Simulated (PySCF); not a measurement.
First SCF of a structure search on singlet [Co3Se]+, at a hand-made trigonal planar geometry. PySCF input:

```python
from pyscf import gto, scf, dft
mol = gto.M(atom='''
Se     0.000000     0.000000     0.000000
Co     2.224600     0.000000     0.000000
Co    -1.112300     1.926600     0.000000
Co    -1.112300    -1.926600     0.000000''',
    basis={'Se': 'def2-SVP', 'Co': 'def2-SVP'},
    charge=1, spin=0)
mf = dft.RKS(mol, xc='PBE0')
mf.grids.atom_grid = (50, 194)
aux = {'Se': 'def2-universal-JKFIT', 'Co': 'def2-universal-JKFIT'}
mf = mf.density_fit(auxbasis=aux)
mf.conv_tol = 1e-08
mf.diis_space = 10
mf.max_cycle = 60
mf.init_guess = 'minao'
mf.verbose = 4
mf.kernel()
```

Excerpt of the output (cycles and frontier levels); where DIIS stalls, ADIIS, DIIS with a small level shift and a second-order solver take over in turn:

```
init E= -6544.86584416149
cycle= 1 E= -6508.69140113291  delta_E= 36.2  |g|= 6.47  |ddm|= 26.1
  HOMO = -1.55477188249426  LUMO = -1.46989038796184  gap/eV = 2.30974
cycle= 2 E= -6516.170660849  delta_E= -7.48  |g|=  8.1  |ddm|= 26.7
  HOMO = -1.43777381344305  LUMO = -1.10163883353989  gap/eV = 9.14670
cycle= 3 E= -6532.9254279478  delta_E= -16.8  |g|=  7.6  |ddm|= 9.86
  HOMO = -1.29616642972871  LUMO = -0.971884131151151  gap/eV = 8.82417
cycle= 4 E= -6531.22279080491  delta_E=  1.7  |g|= 7.85  |ddm|= 0.859
  HOMO = -1.34935811000907  LUMO = -1.01696034903192  gap/eV = 9.04500
cycle= 5 E= -6533.25660840666  delta_E= -2.03  |g|=  7.6  |ddm|= 0.626
  HOMO = -1.34985967362708  LUMO = -0.993822789112563  gap/eV = 9.68826
cycle= 6 E= -6532.40498097463  delta_E= 0.852  |g|= 7.71  |ddm|= 0.505
  HOMO = -1.31845042713164  LUMO = -1.05241497265321  gap/eV = 7.23919
cycle= 7 E= -6533.3900153943  delta_E= -0.985  |g|= 7.63  |ddm|= 0.812
... 95 lines left out ...
cycle= 56 E= -6547.48949872097  delta_E= -0.000275  |g|= 0.0129  |ddm|= 0.075
  HOMO = -0.306534109430899  LUMO = -0.23162975452386  gap/eV = 2.03825
cycle= 57 E= -6547.48971558602  delta_E= -0.000217  |g|= 0.0126  |ddm|= 0.0604
  HOMO = -0.305997993737666  LUMO = -0.229834466353517  gap/eV = 2.07252
cycle= 58 E= -6547.48943539515  delta_E= 0.00028  |g|= 0.0141  |ddm|= 0.0751
  HOMO = -0.303807771907085  LUMO = -0.228162765702069  gap/eV = 2.05841
cycle= 59 E= -6547.48879711565  delta_E= 0.000638  |g|= 0.0146  |ddm|= 0.185
  HOMO = -0.304829116165327  LUMO = -0.229069662060237  gap/eV = 2.06152
cycle= 60 E= -6547.4890087246  delta_E= -0.000212  |g|= 0.0117  |ddm|= 0.0698
SCF not converged.
init E= -6544.86584416149
cycle= 1 E= -6508.69140113291  delta_E= 36.2  |g|= 6.47  |ddm|= 26.1
  HOMO = -1.55477188249426  LUMO = -1.46989038796184  gap/eV = 2.30974
cycle= 2 E= -6516.170660849  delta_E= -7.48  |g|=  8.1  |ddm|= 26.7
  HOMO = -0.70132773676589  LUMO = -0.697968048748197  gap/eV = 0.09142
cycle= 3 E= -6536.3128654607  delta_E= -20.1  |g|= 6.11  |ddm|= 11.9
  HOMO = -0.17391288530085  LUMO = -0.12735202918118  gap/eV = 1.26699
cycle= 4 E= -6488.25497777686  delta_E= 48.1  |g|= 9.04  |ddm|= 21.8
  HOMO = -0.460218359719031  LUMO = -0.404253510883588  gap/eV = 1.52288
cycle= 5 E= -6539.29985310751  delta_E=  -51  |g|= 5.86  |ddm|= 21.2
cycle= 6 E= -6537.29831267866  delta_E=    2  |g|=  6.2  |ddm|= 6.08
  HOMO = -0.365498265885007  LUMO = -0.356979385253865  gap/eV = 0.23181
cycle= 7 E= -6546.61882650815  delta_E= -9.32  |g|= 2.04  |ddm|= 5.31
  HOMO = -0.217550559219812  LUMO = -0.212118798068381  gap/eV = 0.14781
... 16 lines left out ...
cycle= 16 E= -6547.40657133134  delta_E= 0.0102  |g|= 0.435  |ddm|= 0.567
  HOMO = -0.284082981897972  LUMO = -0.244164434844935  gap/eV = 1.08624
cycle= 17 E= -6547.35287581553  delta_E= 0.0537  |g|= 0.768  |ddm|= 0.455
  HOMO = -0.282398069103135  LUMO = -0.240774498130707  gap/eV = 1.13264
cycle= 18 E= -6547.39586060431  delta_E= -0.043  |g|= 0.543  |ddm|= 0.577
  HOMO = -0.295196814779895  LUMO = -0.258002413202903  gap/eV = 1.01211
cycle= 19 E= -6547.42015171333  delta_E= -0.0243  |g|= 0.322  |ddm|= 0.414
  HOMO = -0.286325036506607  LUMO = -0.246407250464467  gap/eV = 1.08622
cycle= 20 E= -6547.43952832532  delta_E= -0.0194  |g|= 0.108  |ddm|= 0.273
SCF not converged.
init E= -6547.43952832532
  HOMO = -0.29331182986177  LUMO = -0.139873236443588  gap/eV = 4.17528
cycle= 1 E= -6547.23864953339  delta_E= 0.201  |g|= 1.19  |ddm|= 0.552
  HOMO = -0.109538919569349  LUMO = -0.0734653451291374  gap/eV = 0.98161
cycle= 2 E= -6520.02822590759  delta_E= 27.2  |g|= 7.03  |ddm|= 5.21
  HOMO = -0.229713724952319  LUMO = -0.222340650126545  gap/eV = 0.20063
cycle= 3 E= -6530.6388053758  delta_E= -10.6  |g|= 7.19  |ddm|= 5.57
  HOMO = -0.251932661494972  LUMO = -0.168912128840735  gap/eV = 2.25910
cycle= 4 E= -6531.20108677358  delta_E= -0.562  |g|= 7.06  |ddm|= 0.912
  HOMO = -0.263191160656448  LUMO = -0.168599105429354  gap/eV = 2.57398
cycle= 5 E= -6531.49702423537  delta_E= -0.296  |g|=    7  |ddm|= 0.515
  HOMO = -0.26713535704152  LUMO = -0.172117773870078  gap/eV = 2.58556
cycle= 6 E= -6531.91698288452  delta_E= -0.42  |g|= 6.95  |ddm|= 0.332
  HOMO = -0.269303974775811  LUMO = -0.171382206041153  gap/eV = 2.66459
... 39 lines left out ...
  HOMO = -0.319387848036375  LUMO = -0.227347096907942  gap/eV = 2.50456
cycle= 27 E= -6516.13577962999  delta_E= -11.5  |g|=  7.3  |ddm|= 3.78
  HOMO = -0.607479917054708  LUMO = -0.557298842830035  gap/eV = 1.36550
cycle= 28 E= -6539.22270743484  delta_E= -23.1  |g|= 6.24  |ddm|= 6.75
  HOMO = -0.309800330738271  LUMO = -0.254311687769863  gap/eV = 1.50992
cycle= 29 E= -6512.5227922387  delta_E= 26.7  |g|=  7.6  |ddm|= 7.44
  HOMO = -0.321714502676611  LUMO = -0.161060814798508  gap/eV = 4.37161
cycle= 30 E= -6515.5870454382  delta_E= -3.06  |g|= 6.95  |ddm|= 1.35
SCF not converged.
  HOMO = -0.622947210459321  LUMO = -0.602986358985668  gap/eV = 0.54316
macro= 0  E= -6532.93499697858  delta_E= -17.348  |g|= 9.44277  3 KF 15 JK
macro= 1  E= -6543.72011575359  delta_E= -10.7851  |g|= 5.14837  3 KF 15 JK
macro= 2  E= -6545.78025704744  delta_E= -2.06014  |g|= 2.15395  3 KF 15 JK
macro= 3  E= -6546.69208738422  delta_E= -0.91183  |g|= 1.04204  3 KF 15 JK
macro= 4  E= -6547.24200233163  delta_E= -0.549915  |g|= 0.535229  3 KF 16 JK
macro= 5  E= -6547.20940081486  delta_E= 0.0326015  |g|= 0.197046  3 KF 18 JK
macro= 6  E= -6547.37126724356  delta_E= -0.161866  |g|= 0.202864  3 KF 18 JK
macro= 7  E= -6547.4486842671  delta_E= -0.077417  |g|= 0.142635  3 KF 13 JK
macro= 8  E= -6547.3587027827  delta_E= 0.0899815  |g|= 0.15966  3 KF 18 JK
macro= 9  E= -6547.42994997991  delta_E= -0.0712472  |g|= 0.2901  3 KF 17 JK
macro= 10  E= -6547.46525820031  delta_E= -0.0353082  |g|= 0.143273  3 KF 18 JK
macro= 11  E= -6547.47745815221  delta_E= -0.0122  |g|= 0.0996361  2 KF 8 JK
macro= 12  E= -6547.48291434955  delta_E= -0.0054562  |g|= 0.0304152  3 KF 11 JK
macro= 13  E= -6547.49778394332  delta_E= -0.0148696  |g|= 0.0621905  3 KF 14 JK
macro= 14  E= -6547.50167493012  delta_E= -0.00389099  |g|= 0.101523  3 KF 19 JK
macro= 15  E= -6547.50783695415  delta_E= -0.00616202  |g|= 0.0671959  4 KF 21 JK
macro= 16  E= -6547.50847343013  delta_E= -0.000636476  |g|= 0.0367099  4 KF 20 JK
macro= 17  E= -6547.51047373936  delta_E= -0.00200031  |g|= 0.00917604  4 KF 25 JK
macro= 18  E= -6547.51070589907  delta_E= -0.00023216  |g|= 0.00529344  3 KF 15 JK
macro= 19  E= -6547.51076484879  delta_E= -5.89497e-05  |g|= 0.0037149  4 KF 23 JK
macro= 20  E= -6547.51078533817  delta_E= -2.04894e-05  |g|= 0.00260631  4 KF 27 JK
macro= 21  E= -6547.51079679778  delta_E= -1.14596e-05  |g|= 0.00220177  4 KF 26 JK
macro= 22  E= -6547.51079813812  delta_E= -1.34034e-06  |g|= 0.000197188  3 KF 23 JK
macro= 23  E= -6547.51079823628  delta_E= -9.81654e-08  |g|= 4.3824e-05  3 KF 32 JK
macro= 24  E= -6547.51079823629  delta_E= -3.63798e-12  |g|= 3.43701e-05  1 KF 2 JK
macro X = 25  E=-6547.51079823629  |g|= 3.43701e-05  total 79 KF 470 JK
converged SCF energy = -6547.51079823629
```

No lower solution of this spin was found by a stability analysis within the restricted form, which does not test spin polarisation.

Stability towards spin polarisation was not tested.

The search for the lowest solution, with the stability check, took 4.4 min on 2 threads of a shared Intel Xeon @ 2.50GHz (Skylake/Cascade Lake) host, with 125 basis functions; the process peaked at 0.45 GiB. Launch command: `OMP_NUM_THREADS=2 python axn.py task.json out`.
